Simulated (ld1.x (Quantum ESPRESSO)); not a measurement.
**What one change does to a pseudopotential (Bi (Z = 83), TM)**

```
Element                 : Bi (Z = 83)
Generator               : ld1.x (Quantum ESPRESSO) 7.5
Type                    : norm-conserving Troullier–Martins (Kleinman–Bylander form)
Functional              : PBE
Relativity              : scalar-relativistic
Frozen core             : [Xe] 4f14
Valence charge          : 15
Reference configuration : 5d10 6s2 6p3
Partial waves           : 6s (bound): rc 2.00 bohr; 6p (bound): rc 2.05 bohr; 5d (bound): rc 1.15 bohr
Local potential         : the d channel
Core correction         : a·sin(br)/r model core inside 0.60 bohr
```

All-electron outer shells of the reference configuration (PBE, scalar-relativistic, ld1.x):

```json
{"shell": "4f", "level (eV)": "-152.59", "outermost node (bohr)": "–", "outermost maximum (bohr)": "0.34"}
{"shell": "5p", "level (eV)": "-95.86", "outermost node (bohr)": "0.48", "outermost maximum (bohr)": "0.86"}
{"shell": "5d", "level (eV)": "-27.08", "outermost node (bohr)": "0.51", "outermost maximum (bohr)": "1.03"}
{"shell": "6s", "level (eV)": "-14.48", "outermost node (bohr)": "0.98", "outermost maximum (bohr)": "1.88"}
{"shell": "6p", "level (eV)": "-4.57", "outermost node (bohr)": "1.14", "outermost maximum (bohr)": "2.44"}
```

Change: wave 6p (bound): rc 2.05 bohr becomes 6p (bound): rc 1.64 bohr.

Cutoffs: the cutoffs (Ry, on a coarse ladder) from which the occupation-weighted sum of valence levels, in a spherical-Bessel basis at the reference potential, stays within 10 and 1 mRy of its value at 400 Ry; they do not see the model core or the augmentation charge, which bear on the density cutoff. Errors are all-electron minus pseudo energies relative to the spin-unpolarised reference configuration.

Q: What does the change do?

A: The potential gets harder (90 Ry and 120 Ry → 100 Ry and 160 Ry); both files keep a bound ghost (p, s); the number of tests that count goes from 6 to 7; of the 6 tests that both files solve, the error grows in 4 and shrinks in 1 by more than 15 % and 0.3 meV (median size 26.1 → 41.1 meV). A smaller radius makes the pseudo-wave follow the all-electron one further in, where it bends more sharply, so more plane waves are needed.

| quantity | base | changed |
| --- | --- | --- |
| cutoff, loose | 90 Ry | 100 Ry |
| cutoff, tight | 120 Ry | 160 Ry |
| loose cutoff by channel (10 mRy a level) | s 18 Ry, p 8 Ry, d 45 Ry | s 18 Ry, p 60 Ry, d 45 Ry |
| bound ghosts | s, p | s, p |
| tests counted (converged, no solver errors) | 6 of 7 | 7 of 7 |
| error for 5d10 6s2 6p2, meV [ΔE 7.91 eV] | -7.6 | -17 |
| error for 5d10 6s2 6p1, meV [ΔE 23.16 eV] | -24 | -48 |
| error for 5d10 6s2 6p0, meV [ΔE 46.50 eV] | -36 | -34 |
| error for 5d10 6s1 6p4, meV [ΔE 10.08 eV] | -12 | -22 |
| error for 5d10 6s1 6p0, meV [ΔE 91.91 eV] | -71 | -60 |
| error for 5d10 6s1 6p3, meV [ΔE 18.73 eV] | -28 | -64 |

Base: Tests not counted: 5d9 6s2 6p4 (solver errors, printed error -1689 eV). A true bound ghost makes a file unfit for plane-wave use even where its test errors are small: the radial tests pick states by their node count and pass the ghost by. Where a test does run into it, the solver fails or the error is huge.
